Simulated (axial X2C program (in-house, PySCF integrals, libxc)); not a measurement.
HgH⁺: from Re and ωe to a spectrum

A bond curve at the PBE0 level, two-component, was computed with an in-house relativistic program for diatomic molecules (basis Hg dyall-cv3z [13s14p9d6f4g], H dyall-v3z [6s2p1d] (cores contracted in-house)) for the state Ω = 0 (closed shell). Its fit gives Re = 1.5973 Å, ωe = 2046.4 cm⁻¹, ωexe = 36.2 cm⁻¹ and αe = 1.910e-01 cm⁻¹; the masses are 201.9706 and 1.0078 u. Two-component means X2C with spin–orbit coupling and atomic mean-field Coulomb and Gaunt terms.

Q: Find the reduced mass, Be and the force constant.

A: From the PBE0 values: μ = 1.0028 u. Be = 16.8576/(μ Re²) = 6.589 cm⁻¹. k = 5.8918×10⁻⁷ μ ωe² = 2.47 mdyn/Å.

Q: Estimate De from a Morse curve and compare with the computed well depth of 2.649 eV to Hg+ + H.

A: De(Morse) = ωe²/(4ωexe) = 3.586 eV against 2.649 eV computed, a ratio of 1.35. The extrapolation overshoots: the well softens faster than a Morse curve, or the lowest atomic limit lies below the one to which the curve heads.

Q: Give B0, the J = 1←0 line in GHz and the most populated J at 300 K (kT = 208.5 cm⁻¹).

A: B0 = Be − αe/2 = 6.493 cm⁻¹; 2B0 = 389.3 GHz; J(max) ≈ √(kT/2B0) − 1/2 = 3.5, so J = 4.

Q: A Morse curve ties αe to the other constants (Pekeris). How well does that hold?

A: αe(Morse) = 6Be²/ωe × (√(ωexe/Be) − 1) = 1.711e-01 cm⁻¹; the PBE0 curve gives 1.910e-01 cm⁻¹, a ratio of 0.90.

Q: Where do the fundamental and the first overtone lie?

A: ν(1←0) = ωe − 2ωexe = 1974.0 cm⁻¹; ν(2←0) = 2ωe − 6ωexe = 3875.6 cm⁻¹.

The state is a single determinant with fixed occupations, the lowest that a limited PBE0 search found. De is counted from the lowest determinant-based energies of the atoms at the same level, without counterpoise correction.
